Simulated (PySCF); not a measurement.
**Fluorine: a sound run and one with changed settings**

Sound run: F⁺ [He] 2s2 2p4, F²⁺ [He] 2s2 2p3. All numbers are calculated (PySCF 2.14, the non-relativistic Hamiltonian (point nucleus), in 6-31G* (3s2p1d, 14 functions)). The sound run starts from symmetry-adapted Hartree-Fock orbitals and uses a fine grid where one is needed.

Changed run: radial step 0.8 in ln r (0.13 in the sound run). This setting is unsound on purpose.

```csv
species,method,sound run (hartree),changed run (hartree),converged
F⁺,UHF,-98.78846,-98.78846,yes
F⁺,M06-L,-99.06768,-99.01611,yes
F⁺,LDA,-98.40197,-98.39302,yes
F²⁺,UHF,-97.55968,-97.55968,yes
F²⁺,M06-L,-97.76915,-97.72878,yes
F²⁺,LDA,-97.10236,-97.10879,yes
```

Ionisation energy of F⁺:

```
method  sound run (eV)  changed run (eV)
   UHF          33.437            33.437
 M06-L          35.335            35.030
   LDA          35.364            34.946
```

A coarse radial grid mis-integrates the density and the exchange-correlation energy, with errors of either sign; Hartree-Fock needs no grid.

For comparison, NIST gives 34.971 eV between the lowest levels.
